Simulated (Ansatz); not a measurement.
Zn3O3H12, a cluster cut from wurtzite ZnO (hydrogen-capped), relaxed as a singlet with RKS PBE-D4/def2-SVP in Ansatz, starting from a model built from a lattice or polyhedron. Force threshold 0.02 eV/Å.

Start:

Cartesian coordinates in Å:
```
O 1.7981 -0.2782 -0.5647
Zn 0.2356 -0.6176 -1.7881
O -1.2246 0.6537 -1.3381
Zn 1.2508 -0.5446 1.3266
O -0.2148 0.7402 1.7496
Zn -1.7655 0.4013 0.5694
H 2.5315 -0.9053 -0.8027
H 2.1012 0.6339 -0.6952
H 0.7001 -0.4235 -3.2861
H -0.2458 -2.0624 -1.5826
H -0.8705 1.5757 -1.4337
H -1.9792 0.4846 -1.8911
H 2.4724 -0.2870 2.2353
H 0.7769 -1.9785 1.5126
H 0.1125 1.6504 1.6316
H -0.4874 0.6143 2.6945
H -2.2758 -1.0476 0.7704
H -2.9156 1.3905 0.8923
```

```
step   energy (eV)  largest force component (eV/Å)  SCF passes
   1  -151534.7116                           2.511          20
   2  -151536.9568                           2.073          22
   3  -151538.3696                           1.168          23
   4  -151538.8370                           0.368          17
   5  -151538.9849                           0.205          18
   6  -151539.1041                           0.427          17
   7  -151539.2000                           0.493          17
   8  -151539.2566                           0.543          17
   9  -151539.3425                           0.033          17
  10  -151539.3600                           0.140          17
  11  -151539.3608                           0.040          19
  12  -151539.3624                           0.003          19
  13  -151539.3625                           0.004          19
```

Force components are those of the run's own axes.

End:

```
atom   x (Å)   y (Å)   z (Å)
  O1   1.859  -0.724  -0.587
 Zn2   0.456  -0.497  -2.464
  O3  -1.488   0.316  -1.418
 Zn4   1.828  -0.389   1.741
  O5  -0.372   0.404   2.007
 Zn6  -2.282   0.890   0.723
  H7   2.132  -1.663  -0.652
  H8   2.638  -0.197  -0.860
  H9   1.009   0.910  -2.913
 H10  -0.002  -2.005  -2.521
 H11  -1.661   1.140  -1.919
 H12  -2.163  -0.328  -1.719
 H13   2.513   1.031   1.719
 H14   1.518  -1.888   2.122
 H15  -0.220   1.250   2.478
 H16  -0.732  -0.216   2.675
 H17  -3.023  -0.473   1.004
 H18  -2.010   2.438   0.587
```

By distances, no bond broke or formed. The bond that changes most is O5–Zn6, from 1.98 to 2.35 Å (atoms count from 1).

The force fell under the threshold at step 12, but the optimiser went on. No frequencies were taken in this run, so the end may be a saddle point.

It took 19 s on 4 threads of Intel Xeon 6975P-C on a shared host.
